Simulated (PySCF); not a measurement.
**How methods differ on the ionisation energy of Fe**

Fe [Ar] 3d6 4s2 [3d3/2^4 3d5/2^2, M_J = 4] → Fe⁺ [Ar] 3d6 4s1 [3d3/2^4 3d5/2^2 4s1/2^1, M_J = 9/2], as a difference of total energies. Calculation: PySCF 2.14, in x2c-TZVPall-2c (6s7p4d1f, 54 functions); the two-component X2C-1e Hamiltonian. Correlated levels: [Ne] frozen; the 6 highest virtual spinors dropped. "Screened" scales the spin-orbit matrix elements by Boettger's factors to mimic the two-electron term; Breit and QED terms are absent.

```tsv
method	ionisation energy (eV)	error (eV)
GHF (spin-free)	6.441	-1.461
GMP2 (spin-free)	7.449	-0.453
GHF (screened spin-orbit)	6.439	-1.463
GMP2 (screened spin-orbit)	7.448	-0.454
```

Reference: 7.902 eV (measured; NIST Atomic Spectra Database, ionization energies).

Errors of the correlated levels include the incompleteness of this basis and the frozen core.

The labels give the starting determinants; with spin-orbit coupling the two ends relaxed to ⟨J²⟩ = 20.02, ⟨L²⟩ = 6.01, ⟨S²⟩ = 6.01 and ⟨J²⟩ = 24.76, ⟨L²⟩ = 6.01, ⟨S²⟩ = 8.75.

MP2 underrates the near-degeneracy of ns² with np² in the lower species.
